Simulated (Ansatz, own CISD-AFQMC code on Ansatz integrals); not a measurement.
H6OSi2, SMILES `[SiH3]O[SiH3]` (charge 0, multiplicity 1).

Cartesian coordinates (Å):
```xyz
9

Si    -1.5422     0.0945    -0.3252
O      0.0611    -0.2242    -0.4069
Si     1.5516    -0.1292     0.2625
H     -2.1311    -0.5591     0.8675
H     -1.7675     1.5567    -0.2353
H     -2.1839    -0.4325    -1.5482
H      1.9355     1.2899     0.4509
H      1.5643    -0.8118     1.5780
H      2.5128    -0.7871    -0.6477
```
Charge 0, multiplicity 1.

Frozen-core correlation energies in cc-pVDZ at a geometry from B3LYP-D3(BJ)/def2-TZVP, on an HF energy of -656.28555 Ha (<S^2> = 0.00). Wave-function levels are from Ansatz, the walk from an own CISD-AFQMC code on Ansatz integrals (time step 0.005/Ha, trial state from CCSD amplitudes, largest double 0.02).

```
level    correlation energy (mHa)
-------  ------------------------
MP2                        -388.3
CCSD                       -435.6
CCSD(T)                    -444.4
```

Q: What correlation energy does phaseless AFQMC give, and where does it lie among these levels?

A: -446.1 ± 0.3 mHa (one standard error). AFQMC minus each level: MP2 -57.9 mHa, CCSD -10.5 mHa, CCSD(T) -1.7 mHa.
